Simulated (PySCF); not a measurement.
**Correlation energy of Sb+ (antimony, charge +1)**

[Kr] 4d10 5s2 5p1 6s1, high-spin 3P determinant (an excited configuration). All numbers are calculated (PySCF 2.14, the spin-free X2C one-electron Hamiltonian (Gaussian nucleus), in x2c-TZVPPall with one added diffuse shell each of s, p, d, f type (9s7p5d3f, 76 functions)). Frozen: [Kr] 4d10; 4 electrons correlated.

```
  level  correlation energy (mhartree)
   CCSD                         -56.56
    (T)                          -1.60
CCSD(T)                         -58.16
```

Diagnostics: T1 = 0.012, D1 = 0.0265, largest double amplitude 0.087.

Q: Is a single reference adequate?

A: Mostly. T1 lies below 0.03, but a double amplitude of this size points to a near-degeneracy that CCSD handles and MP2 describes poorly.
